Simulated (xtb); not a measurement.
Bi(H)2(OMe) (CH₅BiO), SMILES C[O][BiH2]. All values are semi-empirical tight-binding results from xtb (GFN2-xTB unless named), good for trends rather than for accurate numbers. Geometry optimised at GFN2-xTB.

For metal compounds this method's bond lengths and energies can be far off.

```
Quantity                                       Value
-------------------------------------  -------------
point group as xtb finds it                       Cs
orbital gap                                  5.85 eV
zero-point energy                      33.1 kcal/mol
G − E(el) at 298.15 K (modified RRHO)  14.4 kcal/mol
```
